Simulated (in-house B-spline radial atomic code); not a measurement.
The outermost shell (largest non-relativistic mean radius) with and without relativity; Dirac values are averaged over j. Computed with an all-electron radial atomic-structure program (B-spline basis): non-relativistic Hartree-Fock and Dirac-Hartree-Fock, averages of the configuration (point nuclei without relativity, finite nuclei with it).

```json
{"ion": "Zr5+", "configuration": "[Ar] 3d10 4s2 4p5", "outermost shell": "4p", "radius non-relativistic (bohr)": "1.2954", "radius Dirac (bohr)": "1.2869", "radius change (%)": "-0.65956", "level non-relativistic (eV)": "-96.778", "level Dirac (eV)": "-97.216", "spin-orbit splitting (eV)": "2.106"}
{"ion": "Nb5+", "configuration": "[Ar] 3d10 4s2 4p6", "outermost shell": "?", "radius non-relativistic (bohr)": "?", "radius Dirac (bohr)": "?", "radius change (%)": "?", "level non-relativistic (eV)": "?", "level Dirac (eV)": "?", "spin-orbit splitting (eV)": "?"}
{"ion": "Mo5+", "configuration": "[Kr] 4d1", "outermost shell": "4d", "radius non-relativistic (bohr)": "1.4418", "radius Dirac (bohr)": "1.452", "radius change (%)": "0.70595", "level non-relativistic (eV)": "-68.665", "level Dirac (eV)": "-67.965", "spin-orbit splitting (eV)": "0.31858"}
{"ion": "Tc5+", "configuration": "[Kr] 4d2", "outermost shell": "4d", "radius non-relativistic (bohr)": "1.3702", "radius Dirac (bohr)": "1.3794", "radius change (%)": "0.67628", "level non-relativistic (eV)": "-72.358", "level Dirac (eV)": "-71.622", "spin-orbit splitting (eV)": "0.38969"}
{"ion": "Ru5+", "configuration": "[Kr] 4d3", "outermost shell": "4d", "radius non-relativistic (bohr)": "1.3062", "radius Dirac (bohr)": "1.3147", "radius change (%)": "0.65039", "level non-relativistic (eV)": "-76.022", "level Dirac (eV)": "-75.246", "spin-orbit splitting (eV)": "0.47033"}
{"ion": "Rh5+", "configuration": "[Kr] 4d4", "outermost shell": "4d", "radius non-relativistic (bohr)": "1.2487", "radius Dirac (bohr)": "1.2565", "radius change (%)": "0.62739", "level non-relativistic (eV)": "-79.663", "level Dirac (eV)": "-78.846", "spin-orbit splitting (eV)": "0.56127"}
{"ion": "Pd5+", "configuration": "[Kr] 4d5", "outermost shell": "4d", "radius non-relativistic (bohr)": "1.1966", "radius Dirac (bohr)": "1.2038", "radius change (%)": "0.60659", "level non-relativistic (eV)": "-83.288", "level Dirac (eV)": "-82.426", "spin-orbit splitting (eV)": "0.66331"}
{"ion": "Ag5+", "configuration": "[Kr] 4d6", "outermost shell": "?", "radius non-relativistic (bohr)": "?", "radius Dirac (bohr)": "?", "radius change (%)": "?", "level non-relativistic (eV)": "?", "level Dirac (eV)": "?", "spin-orbit splitting (eV)": "?"}
{"ion": "Cd5+", "configuration": "[Kr] 4d7", "outermost shell": "4d", "radius non-relativistic (bohr)": "1.1056", "radius Dirac (bohr)": "1.1119", "radius change (%)": "0.56978", "level non-relativistic (eV)": "-90.505", "level Dirac (eV)": "-89.549", "spin-orbit splitting (eV)": "0.90408"}
```

(1) Fill in the row of Nb5+.

(2) Fill in the row of Ag5+.

(3) Which member changes most?

Answers

(1) outermost shell: 4p; radius non-relativistic (bohr): 1.2428; radius Dirac (bohr): 1.2342; radius change (%): -0.69621; level non-relativistic (eV): -101.952; level Dirac (eV): -102.44; spin-orbit splitting (eV): 2.4711.

(2) outermost shell: 4d; radius non-relativistic (bohr): 1.1491; radius Dirac (bohr): 1.1558; radius change (%): 0.58751; level non-relativistic (eV): -86.900; level Dirac (eV): -85.993; spin-orbit splitting (eV): 0.77729.

(3) Molybdenum (Mo5+): its 4d shell expands by 0.7 %.
